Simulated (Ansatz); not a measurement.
`Cl[SiH2][O][GeH3]` and `C[SiH2][O][GeH3]` differ in one atom or group.

Ansatz, PBE0-D4/def2-TZVP geometries, multiplicity 1. Each molecule was computed in one conformer, which needn't be the lowest.

Scalar relativity is left out up to krypton.

| property | `Cl[SiH2][O][GeH3]` |
| --- | --- |
| LUMO energy (PBE0/def2-TZVPP) / eV | -0.20 |
| size of the dipole moment (ωB97M-V/def2-TZVPP) / D | 1.71 |
| LUMO energy (B3LYP/def2-TZVPP) / eV | -0.43 |
| LUMO energy (ωB97M-V/def2-TZVPP) / eV | 1.60 |
| HOMO energy (ωB97M-V/def2-TZVPP) / eV | -10.83 |
| HOMO energy (PBE/def2-TZVPP) / eV | -7.19 |

(1) Give the same properties after the change, and the shifts. (An estimate is asked.)

Results:

(1) Ansatz gave: 
```csv
property,`C[SiH2][O][GeH3]`,shift
LUMO energy (PBE0/def2-TZVPP) / eV,0.05,0.25
size of the dipole moment (ωB97M-V/def2-TZVPP) / D,0.55,-1.16
LUMO energy (B3LYP/def2-TZVPP) / eV,-0.19,0.24
LUMO energy (ωB97M-V/def2-TZVPP) / eV,1.80,0.20
HOMO energy (ωB97M-V/def2-TZVPP) / eV,-10.56,0.27
HOMO energy (PBE/def2-TZVPP) / eV,-6.81,0.38
```

With PBE0 the HOMO rises by 0.33 eV and the LUMO rises by 0.25 eV, so the gap narrows by about 0.08 eV. PBE moves the HOMO by 0.38 eV and ωB97M-V by 0.27 eV. The zero-point energy changes by 90.4 kJ/mol with +9 modes. Dipoles are sizes alone; their direction can turn.

B3LYP here is the variant with VWN-RPA as its local correlation; programs differ in this.
